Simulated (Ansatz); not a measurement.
`N[SiH2]C[SiH2]Cl` + `BS` → `N[SiH2]CBS` + `[SiH3]Cl`  (formal exchange of groups at a C–Si bond)

Computed with Ansatz on PBE0-D4/def2-TZVP structures; ΔE is electronic, products minus reactants. CBS: MP2 limit from def2 TZ/QZ plus the TZ coupled-cluster correction, frozen cores. This one scheme is used for every species. DFT in def2-TZVPP. Each species was taken in one conformer, which may not be the lowest.

`N[SiH2]C[SiH2]Cl`:

```xyz
13

N    -1.856   -0.713   -1.504
Si   -0.279   -0.188   -1.058
C    -0.229    0.141    0.784
Si    1.447    0.503    1.491
Cl    2.331    2.052    0.454
H    -2.239   -1.566   -1.129
H    -2.168   -0.570   -2.451
H    -0.019    1.048   -1.838
H     0.813   -1.165   -1.354
H    -0.601   -0.753    1.304
H    -0.916    0.960    1.020
H     1.374    0.924    2.912
H     2.342   -0.674    1.371
```

`BS`:

Z-matrix (Å, degrees):
```
B
S 1 1.765
H 1 1.192 2 115.8
H 1 1.190 2 121.4 3 -180.0
H 2 1.344 1 99.2 3 180.0
```

`N[SiH2]CBS`:

Cartesian coordinates in Å:
```
N 0.756 0.704 1.491
Si 0.405 1.225 -0.110
C -0.835 0.036 -0.885
B -0.217 -1.376 -0.922
S -0.347 -2.571 0.401
H 1.150 -0.212 1.642
H 1.123 1.366 2.155
H 1.580 1.318 -1.026
H -0.182 2.587 0.010
H -1.741 0.113 -0.277
H -1.029 0.427 -1.889
H 0.476 -1.747 -1.824
H -1.139 -1.870 1.234
```

`[SiH3]Cl`:

Cartesian coordinates in Å:
```
Si -0.123 -0.005 -0.037
Cl 1.842 0.072 0.556
H -0.290 0.866 -1.223
H -0.970 0.474 1.079
H -0.458 -1.407 -0.374
```

```csv
species,PBE0 energy (Eh)
`N[SiH2]C[SiH2]Cl`,-1136.51079
`BS`,-424.69466
`N[SiH2]CBS`,-809.93053
`[SiH3]Cl`,-751.27920
```

Task: Work out ΔE.

Result: ΔE = (-809.93053) + (-751.27920) − (-1136.51079) − (-424.69466) = -0.00428 Eh = -11.2 kJ/mol. CCSD(T)/CBS gives -8.3 kJ/mol.

Largest T1 diagnostic among the species: 0.015.

In def2-TZVPP, CCSD(T) changes the Hartree–Fock value by −3.8 kJ/mol (the triples alone add −0.8 kJ/mol) and MP2 by −4.3 kJ/mol.
